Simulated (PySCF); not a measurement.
## Adding and removing an electron: GeP

r²SCAN; basis Ge def2-TZVPPD, P def2-TZVPPD; no relativity; PySCF 2.14. Neutral (UKS): doublet (π ↑), Re = 2.148 Å, ωe = 493 cm⁻¹, De = 3.46 eV, HOMO -5.98 eV, LUMO -5.21 eV.

GeP⁺ (UKS): triplet (π ↑↑), Re = 2.306 Å, ωe = 392 cm⁻¹, De = 2.88 eV to Ge⁺ + P. The energies at the minima are -2418.26865 hartree for GeP and -2417.95036 for GeP⁺.

Task: Work out the adiabatic ionisation energy, without and with harmonic zero-point energies (1 hartree = 27.2114 eV, 1 eV = 8065.5 cm⁻¹), and the change of the bond length.

Result: At r²SCAN: 0.31829 hartree = 8.661 eV between the minima; the zero-point term (392.0 − 493.0)/2 cm⁻¹ = -0.006 eV makes it 8.655 eV. Re changes by +15.8 pm against the neutral. The electron leaves a π orbital, and the longer bond of the ion fits a bonding orbital, or a change in how ionic the bond is.

GeP⁻ (UKS): singlet (closed shell), Re = 2.069 Å, ωe = 550 cm⁻¹, De = 5.06 eV to Ge⁻ + P. The energies at the minima are -2418.26865 hartree for GeP and -2418.36914 for GeP⁻.

Task: Work out the adiabatic electron affinity, without and with harmonic zero-point energies (1 hartree = 27.2114 eV, 1 eV = 8065.5 cm⁻¹), and the change of the bond length.

Result: At r²SCAN: 0.10049 hartree = 2.734 eV between the minima; the zero-point term (493.0 − 550.0)/2 cm⁻¹ = -0.004 eV makes it 2.731 eV. Re changes by -7.9 pm against the neutral. The electron enters a π orbital; the charge polarises the partner, so the anion is bound more strongly.

For an ion De counts to the pair picked by the measured ionisation energies or electron affinities, which need not be the lowest pair at this level. States were picked by a PBE0 search and need not be the measured ground states.
